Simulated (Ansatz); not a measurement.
The geometry has D5h symmetry (within 0.05 Å) and had no frequency check at the DFT level, so a distortion to lower symmetry isn't ruled out.

Species: [5]prismane cage Si10H10 `[SiH]12[SiH]3[SiH]4[SiH]1[SiH]1[SiH]2[SiH]2[SiH]3[SiH]4[SiH]12` (charge 0, multiplicity 1).

Give a relaxed geometry from B3LYP-D3(BJ)/def2-SVP run with Ansatz (an electronic-structure program).

the end point of this relaxation (outside a Z-matrix the atoms follow the SMILES, hydrogens last).
Cartesian coordinates (Å) in one orientation:
```xyz
20

Si     0.629     1.931     1.197
Si    -1.640     1.194     1.201
Si    -1.643     1.193    -1.197
Si     0.626     1.930    -1.201
Si     2.028    -0.001    -1.202
Si     2.031     0.000     1.196
Si     0.628    -1.930     1.199
Si    -1.641    -1.192     1.202
Si    -1.644    -1.193    -1.196
Si     0.625    -1.931    -1.199
H      1.014     3.110     2.033
H     -2.641     1.923     2.038
H     -2.647     1.921    -2.033
H      1.008     3.108    -2.038
H      3.266    -0.002    -2.040
H      3.272     0.000     2.031
H      1.012    -3.108     2.036
H     -2.643    -1.920     2.040
H     -2.648    -1.922    -2.031
H      1.007    -3.110    -2.035
```
